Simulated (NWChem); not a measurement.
Species: C2HBF2; SMILES C#CB(F)F

```xyz
6

B      0.0000     0.0000    -0.4772
C      0.0000     0.0000     1.0497
C      0.0000     0.0000     2.2647
H      0.0000     0.0000     3.3408
F      0.0000    -1.1263    -1.1578
F      0.0000     1.1263    -1.1578
```
Atoms are numbered in this order, from 1.

Structure relaxed at the PBE0/def2-SVP level.

Symmetry labels are those of C2v in the frame above (b1 and b2, or b-type labels, depend on it).

Task: List the 6 lowest vertical singlet excitations from B3LYP/def2-SVP, TDA (NWChem).

Result: 
| state | energy (eV) | oscillator strength | symmetry | leading excitation (squared amplitude) |
|---|---|---|---|---|
| S1 | 5.26 | 0.000 | a2 | HOMO → LUMO (0.99) |
| S2 | 6.14 | 0.044 | a1 | HOMO−1 → LUMO (0.66) |
| S3 | 6.95 | 0.000 | a2 | HOMO−1 → LUMO+1 (0.99) |
| S4 | 8.67 | 0.008 | b1 | HOMO−2 → LUMO (0.99) |
| S5 | 8.74 | 0.000 | a2 | HOMO−3 → LUMO (0.99) |
| S6 | 9.30 | 0.002 | b2 | HOMO → LUMO+2 (0.95) |
